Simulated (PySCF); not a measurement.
BrGeH5OSi.
Numbering: `[GeH3:1][O:2][SiH2:3][Br:4]` (hydrogens: H5, H6, H7 on Ge1; H8, H9 on Si3)

Method: PySCF, PBE0-D3(BJ)/def2-SVP geometry optimisation, gas phase; density fitting, grid level 1; the optimiser is geomeTRIC in internal coordinates, started from a GFN2-xTB structure.

Step 0: E = -136532.7936 eV
```
atom  x, y, z in Å  |  force x, y, z in eV/Å
Ge1    -0.6780    0.5454   -0.0757    0.174  -0.050  -0.037
O2      0.8110   -0.3798   -0.0333   -0.174  -0.650   0.072
Si3     2.4160   -0.3233   -0.1399   -0.210   0.374   0.041
Br4     3.0404    1.7899   -0.2003    0.308   0.596  -0.016
H5     -0.9021    0.8763   -1.5193   -0.305   0.247  -0.675
H6     -1.6608   -0.4281    0.4889   -0.696  -0.320   0.259
H7     -0.4408    1.7542    0.7740   -0.072   0.658   0.415
H8      2.9542   -0.8834    1.0852    0.535  -0.426   0.416
H9      2.8249   -0.9075   -1.4040    0.441  -0.430  -0.475
```

Step 1: E = -136532.9398 eV
```
atom  x, y, z in Å  |  force x, y, z in eV/Å
Ge1    -0.7116    0.5451   -0.0778    0.286  -0.183   0.018
O2      0.8156   -0.4301   -0.0236   -0.582   0.309  -0.002
Si3     2.4406   -0.3178   -0.1340    0.186  -0.068  -0.026
Br4     3.0929    1.8242   -0.1922   -0.038  -0.042   0.011
H5     -1.0065    0.9077   -1.5580    0.092  -0.071   0.246
H6     -1.7993   -0.3943    0.5014    0.211   0.151  -0.104
H7     -0.5246    1.8135    0.7948    0.009  -0.221  -0.148
H8      3.1062   -0.9436    1.0407   -0.085   0.060   0.051
H9      2.9516   -0.9610   -1.3757   -0.078   0.067  -0.047
```

Q: Estimate the geometry and energy of step 2. (The exact step hangs on the optimiser's Hessian estimate; all steps are aligned on step 1, rigid shifts and turns removed.)

A: E = -136532.9608 eV, largest force 0.136 eV/Å
```
atom  x, y, z in Å  |  force x, y, z in eV/Å
Ge1    -0.6950    0.5405   -0.0777    0.107  -0.049   0.001
O2      0.8030   -0.4367   -0.0218   -0.135  -0.002   0.016
Si3     2.4272   -0.3194   -0.1349    0.115  -0.028  -0.011
Br4     3.0524    1.8282   -0.1824    0.003   0.003   0.002
H5     -0.9717    0.8905   -1.5473   -0.007   0.015  -0.014
H6     -1.7759   -0.3792    0.5017   -0.021   0.004   0.000
H7     -0.4830    1.7962    0.7790   -0.004   0.016   0.005
H8      3.0822   -0.9343    1.0498   -0.030   0.015   0.011
H9      2.9257   -0.9422   -1.3909   -0.028   0.027  -0.010
```

The energy changes by -0.0211 eV. The first-order estimate −F·Δx gives -0.0379 eV and the mean of the old and new forces, exact on a quadratic surface, -0.0204 eV. The step makes an angle of 64° with the force vector and moves no atom by more than 0.048 Å.

What follows is the cost of the whole optimisation. Time: 62 s wall. Hardware: one thread, Arm Neoverse V1, no GPU (shared host).
